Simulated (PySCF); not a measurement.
**Electronic structure of Li (lithium, neutral) at the MN15 level**

Configuration: [He] 2s1, 2S determinant. All numbers are calculated (PySCF 2.14, no relativity, point nucleus, in def2-TZVP (5s3p, 14 functions)).

| Property | Result |
| --- | --- |
| Total energy | -7.4874 hartree |
| One-electron energy | -9.7073 hartree |
| Hartree (Coulomb) energy | 4.0444 hartree |
| Exchange-correlation energy | -1.8246 hartree |
| Kinetic energy | 7.41043 hartree |
| ⟨S²⟩ | 0.7501 |
| ⟨L²⟩ | 0.000 |
| Sum of ⟨r⟩ | 4.982 bohr |
| Sum of ⟨r²⟩ | 18.27 bohr² |
| Density at the nucleus (Gaussians lack the cusp) | 13.8 bohr⁻³ |
| Spin density at the nucleus | 0.172 bohr⁻³ |
| Langevin diamagnetic susceptibility | -14.5 ×10⁻⁶ cm³/mol |
| Time after the integrals | 0.12 s of wall time on 1 thread of Neoverse-N1 (shared host) |

```csv
shell,electrons,mean orbital energy (hartree),"rms radius, mean of both spins (bohr)"
1s α,1,-2.08703,0.684
1s β,1,-2.07523,0.684
2s α,1,-0.11805,4.16
```
